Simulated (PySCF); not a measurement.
Te(OMe)(SMe) (C2H6OSTe), SMILES S([Te]OC)C.

The structure is a stationary point at PBE0-D3(BJ)/def2-SVP. This is a generated structure with no PubChem entry under its InChIKey; it may be hypothetical. The def2 effective core potentials stand for the cores of Te; spin–orbit coupling is left out. Other conformers were not sampled.

Two levels are set side by side: PBE/def2-TZVP (PySCF) and CAM-B3LYP/def2-TZVP (PySCF). Same geometry, gas phase. Differences are taken from unrounded values.

| quantity | CAM-B3LYP | PBE | PBE minus CAM-B3LYP |
|---|---|---|---|
| orbital gap (eV) | 7.05 | 2.83 | -4.22 |
| highest occupied level (eV) | -7.59 | -5.21 | 2.38 |
| lowest empty level (eV) | -0.54 | -2.38 | -1.84 |
| dipole moment (D) | 0.82 | 0.80 | -0.02 |
| mean polarisability (bohr³) | 86.5 | 91.3 | 4.8 |

PBE's occupied levels lie high since its potential decays too fast outside the molecule; exact exchange lowers them and widens the gap. PBE's more diffuse valence density responds more strongly to a field. Differences between two approximate levels are no errors against the true value.

Rough cost on one machine, each run with all the roots and properties that it gave: CAM-B3LYP against PBE within a factor of 2.
